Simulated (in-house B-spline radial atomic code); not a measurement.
Inner levels of caesium as electrons are removed. A shift is the extra binding of the orbital against the neutral atom ([Xe] 6s1). The density at the nucleus is averaged over the nuclear charge. Computed with a B-spline radial code for spherical atoms: Dirac-Hartree-Fock, average of the configuration, finite nuclei.

```tsv
ion	configuration	shift of 1s1/2 (eV)	radius of 1s1/2 (bohr)	Σ<r²> (bohr²)	change of density at nucleus (bohr⁻³)
Cs48+	[He] 2s2 2p3	4118.77	0.026018	0.06078	-4866.79
Cs49+	[He] 2s2 2p2	4459.61	0.025997	0.049523	-4391.63
Cs50+	[He] 2s2 2p1	4804.98	0.025975	0.038635	-3911.62
Cs51+	[He] 2s2	5154.88	0.025953	0.028102	-3426.92
Cs52+	[He] 2s1	?	?	?	?
Cs53+	1s2	?	?	?	?
Cs54+	1s1	6770.4	0.025746	0.00089694	-157512
```

Fill in the row of Cs52+.

shift of 1s1/2 (eV): 5465.18; radius of 1s1/2 (bohr): 0.02595; Σ<r²> (bohr²): 0.014817; change of density at nucleus (bohr⁻³): -19711.3.

Fill in the row of Cs53+.

shift of 1s1/2 (eV): 5778.46; radius of 1s1/2 (bohr): 0.025938; Σ<r²> (bohr²): 0.0018221; change of density at nucleus (bohr⁻³): -36398.5.
